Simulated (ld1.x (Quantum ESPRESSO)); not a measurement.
# Ranking TM potentials for boron

All share these settings but for the change named:

* Element: boron (B)
* Generator: ld1.x (Quantum ESPRESSO) 7.5
* Type: norm-conserving Troullier–Martins (Kleinman–Bylander form)
* Functional: LDA (PZ)
* Relativity: scalar-relativistic
* Frozen core: [He]
* Valence charge: 3
* Reference configuration: 2s2 2p1
* Partial waves: 2s (bound): rc 1.55 bohr; 3d channel at 0.4 Ry: rc 1.70 bohr; 2p (bound): rc 2.00 bohr
* Local potential: the p channel
* Core correction: none

Cutoff: the first of the cutoffs (Ry, on a coarse ladder) from which the occupation-weighted sum of valence levels, in a spherical-Bessel basis at the reference potential, stays within 10 and 1 mRy of its value at 400 Ry; the density cutoff is not measured.

The base gives 21 Ry.

Of 8 variants that were run, those that failed, showed a ghost or another fault, or gave nearly equal values are left out.

A variant can come out equal or close to the base.

Question: Rank these variants from softest to hardest (loose cutoff).
A. type ultrasoft; waves now 2s (bound): rcut 1.35, rcutus 1.55 bohr; 2s channel at 0.7 Ry: rcut 1.35, rcutus 1.55 bohr; 2p (bound): rcut 1.75, rcutus 2.00 bohr; 2p channel at 0.05 Ry: rcut 1.75, rcutus 2.00 bohr; 3d channel at 0.4 Ry: rcut 1.50, rcutus 1.70 bohr; local potential all-electron potential smoothed inside 1.85 bohr (lloc = -2); augmentation built from norm-conserving waves at rcut, not smoothed further
B. all radii scaled by about 0.89 (s 1.38, p 1.78, d 1.52 bohr)
C. wave 3d channel at 0.4 Ry: rc 1.70 bohr becomes 3d channel at 0.54 Ry: rc 1.70 bohr

Answer: A (12 Ry), C (21 Ry), B (25 Ry).
